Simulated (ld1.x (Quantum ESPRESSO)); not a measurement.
**What one change does to a pseudopotential (B, PAW)**

```json
{"Element": "boron", "Generator": "ld1.x (Quantum ESPRESSO) 7.5", "Type": "PAW", "Functional": "PBE", "Relativity": "scalar-relativistic", "Frozen core": "[He]", "Valence charge": "3", "Reference configuration": "2s2 2p1", "Partial waves": "2s (bound): rcut 1.30, rcutus 1.60 bohr; 2s channel at -0.1 Ry: rcut 1.30, rcutus 1.60 bohr; 2p (bound): rcut 2.60, rcutus 3.30 bohr; 2p channel at 1.85 Ry: rcut 2.60, rcutus 3.30 bohr; 3d channel at -0.1 Ry: rcut 3.30, rcutus 3.55 bohr; 3d channel at 1 Ry: rcut 3.30, rcutus 3.55 bohr", "Local potential": "all-electron potential smoothed inside 2.50 bohr (lloc = -1)", "Core correction": "a·sin(br)/r model core, default radius (core density twice the valence density)", "Augmentation charge": "BESSEL, radius 1.50 bohr"}
```

Change: all radii but the core radius scaled by about 0.80 (s 1.28, p 2.62, d 2.82 bohr, rcut 1.04/2.06/2.62); local potential all-electron potential smoothed inside 1.98 bohr (lloc = -1); augmentation BESSEL, radius 1.20 bohr.

Cutoffs: the cutoffs (Ry, on a coarse ladder) from which the occupation-weighted sum of valence levels, in a spherical-Bessel basis at the reference potential, stays within 10 and 1 mRy of its value at 400 Ry; they do not see the model core or the augmentation charge, which bear on the density cutoff. Errors are all-electron minus pseudo energies relative to the spin-unpolarised reference configuration.

Question: What does the change do?

Answer: The potential gets harder (6 Ry and 8 Ry → 15 Ry and 25 Ry); the number of tests with a reliable result goes from 7 to 0 (the test run of the changed file stopped, so its transferability is not established); neither file shows a bound ghost. A smaller radius makes the pseudo-wave follow the all-electron one further in, where it bends more sharply, so more plane waves are needed.

| quantity | base | changed |
| --- | --- | --- |
| cutoff, loose | 6 Ry | 15 Ry |
| cutoff, tight | 8 Ry | 25 Ry |
| loose cutoff by channel (10 mRy a level) | s 6 Ry, p 6 Ry | s 12 Ry, p 10 Ry |
| bound ghosts | none | none |
| tests with a reliable result | 7 of 7 | 0 of 7 (the test run stopped) |
| lowest overlap eigenvalue by channel | s 0.69, p 0.79, d 0.89 | s 0.75, p 0.84, d 0.48 |
